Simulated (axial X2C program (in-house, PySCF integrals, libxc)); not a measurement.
# Outer orbitals of CoP⁻ at 2.002 Å, PBE

All values were computed with an in-house all-electron X2C program for linear molecules (integrals from PySCF). Spin-free means the one-electron spin-free X2C Hamiltonian; two-component (2c) means X2C with spin–orbit coupling and atomic mean-field two-electron Coulomb and Gaunt terms, so the difference of the two also holds small scalar two-electron terms. Basis: Co dyall-acv3z [10s11p7d4f2g], P dyall-av3z [9s8p3d2f] (cores contracted in-house); Gaussian nuclei, density fitting, unrestricted open shells. Masses: Co 58.933 u, P 30.974 u.

The distance is close to the 2c PBE0 minimum; the highest filled and lowest empty levels are listed.

Spin-free orbitals, state M_S = 3/2, Λ = 2 (beyond evenly filled blocks: π+α, π-α, δ+α, δ+β, δ-α) (Löwdin shares):

```
symmetry  occupied  ε (eV)             atomic character
      σα       yes   -8.09  66% P s, 12% Co p, 11% Co d
      σβ       yes   -7.54  65% P s, 12% Co p, 11% Co d
      σα       yes   -1.75    52% Co d, 35% P p, 5% P s
     π-α       yes   -1.64            82% Co d, 16% P p
     π+α       yes   -1.64            82% Co d, 16% P p
      σβ       yes   -1.10   53% P p, 30% Co d, 8% Co s
     δ-α       yes   -1.04                     99% Co d
     δ+α       yes   -1.04                     99% Co d
      σα       yes   -0.23  36% Co s, 32% Co d, 26% P p
     π-β       yes   -0.18   61% Co d, 34% P p, 4% Co p
     π+β       yes   -0.18   61% Co d, 34% P p, 4% Co p
      σβ       yes    0.53  45% Co d, 34% Co s, 13% P p
     π-α       yes    0.64  61% P p, 20% Co d, 17% Co p
     π+α       yes    0.64  61% P p, 20% Co d, 17% Co p
     δ+β       yes    0.92                     99% Co d
     δ-β        no    0.92                     99% Co d
      σα        no    1.62  40% Co s, 36% Co p, 14% P p
      σβ        no    1.71  65% Co p, 26% Co s, 4% Co d
     π-β        no    1.75  42% Co p, 29% P p, 28% Co d
     π+β        no    1.75  42% Co p, 29% P p, 28% Co d
```

The highest filled level is positive, so this functional does not bind it, and the empty levels of an anion are set by the basis. A filled and an empty partner (Λ and −Λ, same spin) share one energy because the functional has no current term.

Spinors with spin–orbit coupling (state Ω = 7/2):

| ω | occupied | ε (eV) | atomic character | λ mixture |
| --- | --- | --- | --- | --- |
| 1/2 | yes | -8.09 | 66% P s, 12% Co p, 11% Co d | 100% σ |
| -1/2 | yes | -7.55 | 65% P s, 12% Co p, 11% Co d | 100% σ |
| 1/2 | yes | -1.75 | 52% Co d, 35% P p, 5% P s | 100% σ |
| -1/2 | yes | -1.67 | 82% Co d, 16% P p | 100% π |
| 3/2 | yes | -1.62 | 82% Co d, 16% P p | 100% π |
| -1/2 | yes | -1.10 | 53% P p, 30% Co d, 8% Co s | 100% σ |
| -3/2 | yes | -1.10 | 99% Co d | 100% δ |
| 5/2 | yes | -0.97 | 99% Co d | 100% δ |
| 1/2 | yes | -0.25 | 42% Co d, 29% P p, 23% Co s | 65% σ, 35% π |
| 1/2 | yes | -0.18 | 51% Co d, 31% P p, 12% Co s | 65% π, 35% σ |
| -3/2 | yes | -0.16 | 61% Co d, 34% P p, 4% Co p | 100% π |
| -1/2 | yes | 0.53 | 44% Co d, 33% Co s, 16% P p | 96% σ, 4% π |
| -1/2 | yes | 0.63 | 59% P p, 21% Co d, 17% Co p | 96% π, 4% σ |
| 3/2 | yes | 0.66 | 60% P p, 21% Co d, 17% Co p | 98% π, 2% δ |
| 3/2 | yes | 0.86 | 97% Co d | 98% δ, 2% π |
| -5/2 | no | 0.97 | 99% Co d | 100% δ |
| 1/2 | no | 1.63 | 38% Co s, 36% Co p, 15% P p | 99% σ, 1% π |
| -1/2 | no | 1.72 | 65% Co p, 26% Co s, 5% Co d | 100% σ |
| 1/2 | no | 1.74 | 40% Co p, 30% P p, 28% Co d | 99% π, 1% σ |

The highest filled level is positive, so this functional does not bind it, and the empty levels of an anion are set by the basis.

Question: How does the gap between the highest filled and lowest empty level change from the spin-free to the 2c table?

Answer: From 0.00 to 0.11 eV at PBE, a change of 0.11 eV.

Mulliken charges and populations of the two-component result (they depend on the basis, above all on diffuse functions):

Co -0.49 e (s 7.20 p 12.46 d 7.81 f 0.01), P -0.51 e (s 5.83 p 9.63 d 0.04 f 0.01). ⟨Lz⟩ = 2.00 ħ and ⟨Sz⟩ = 1.50 ħ (1.01 and 0.49 on the two atoms), which add up to Ω.

The state is a single determinant with fixed occupations, the lowest that a limited PBE0 search found. Density functionals use the spin component along the axis (collinear). PBE0 can misorder states that lie within some tenths of an eV, so this need not be the ground state of the molecule. The nearest other spin-free determinant of the search, M_S = 1/2, Λ = 2, lies 0.45 eV up at the distance of the search. The functionals have no current-density term, which raises determinants with orbital currents, atoms included. With several unpaired electrons one determinant need not be a pure state. The highest occupied level of some functionals is positive through self-interaction error; at Hartree–Fock it is bound.
